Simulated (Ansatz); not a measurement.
Ansatz (a quantum-chemistry and plane-wave program) input:

Ansatz 0.2 input:
```yaml
crystal:
  periodic: [false, false, false]
  atoms:
    - {symbol: C, position_ang: [3.16962143, 0.17341571, -0.04863597]}
    - {symbol: C, position_ang: [1.83762336, -0.40252042, 0.42256676]}
    - {symbol: C, position_ang: [0.63126389, 0.27734255, -0.22100389]}
    - {symbol: C, position_ang: [-0.70580025, -0.28973673, 0.24932595]}
    - {symbol: C, position_ang: [-1.89920491, 0.38863199, -0.40666742]}
    - {symbol: O, position_ang: [-3.15095919, -0.09492764, 0.07046537]}
    - {symbol: H, position_ang: [3.28351635, 0.06643032, -1.13014029]}
    - {symbol: H, position_ang: [4.01347116, -0.33033519, 0.42616197]}
    - {symbol: H, position_ang: [3.24228494, 1.23801926, 0.18649859]}
    - {symbol: H, position_ang: [1.76248116, -0.31118897, 1.51081349]}
    - {symbol: H, position_ang: [1.80392986, -1.47495538, 0.20472148]}
    - {symbol: H, position_ang: [0.70564957, 0.18547606, -1.31045777]}
    - {symbol: H, position_ang: [0.66578459, 1.35083523, -0.00421456]}
    - {symbol: H, position_ang: [-0.79731862, -0.18649518, 1.33445359]}
    - {symbol: H, position_ang: [-0.74104193, -1.36453734, 0.03244710]}
    - {symbol: H, position_ang: [-1.83530440, 0.28690060, -1.49829904]}
    - {symbol: H, position_ang: [-1.89632263, 1.45649384, -0.18008232]}
    - {symbol: H, position_ang: [-3.20047779, -1.04002092, -0.10913799]}
basis:
  gaussian:
    orbitals: cc-pVDZ
magnetization: {spin_polarized: false}
correlation: {method: ccsd_t, electrons: outside_noble_gas}
```

Task: Which total energy does the run end on?

Result: -272.21834 Eh (CCSD(T)/cc-pVDZ). The basis has 144 functions.
